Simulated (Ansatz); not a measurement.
`[NH2][Ti]([OH])([F])[Cl]` and `[NH2][Ti]([OH])([OH])[F]` differ in one atom or group.

Ansatz, PBE0-D4/def2-TZVP geometries, multiplicity 1. Each molecule was computed in one conformer, which needn't be the lowest.

Scalar relativity is left out up to krypton.

```tsv
property	`[NH2][Ti]([OH])([F])[Cl]`
HOMO energy (PBE0/def2-TZVPP) / eV	-8.10
LUMO energy (PBE/def2-TZVPP) / eV	-3.19
size of the dipole moment (B3LYP/def2-TZVPP) / D	2.81
size of the dipole moment (PBE/def2-TZVPP) / D	2.79
HOMO energy (B3LYP/def2-TZVPP) / eV	-7.85
HOMO energy (ωB97M-V/def2-TZVPP) / eV	-10.39
```

Question: What does the change do to each property? (Best estimate.)

Answer: Ansatz gave: 
```tsv
property	`[NH2][Ti]([OH])([OH])[F]`	shift
HOMO energy (PBE0/def2-TZVPP) / eV	-7.59	0.51
LUMO energy (PBE/def2-TZVPP) / eV	-2.46	0.73
size of the dipole moment (B3LYP/def2-TZVPP) / D	2.11	-0.70
size of the dipole moment (PBE/def2-TZVPP) / D	2.04	-0.75
HOMO energy (B3LYP/def2-TZVPP) / eV	-7.36	0.49
HOMO energy (ωB97M-V/def2-TZVPP) / eV	-9.97	0.42
```

With PBE0 the HOMO rises by 0.51 eV and the LUMO rises by 0.76 eV, so the gap widens by about 0.25 eV. PBE moves the HOMO by 0.55 eV and ωB97M-V by 0.42 eV. The zero-point energy changes by 30.1 kJ/mol with +3 modes. Dipoles are sizes alone; their direction can turn.

B3LYP here is the variant with VWN-RPA as its local correlation; programs differ in this.
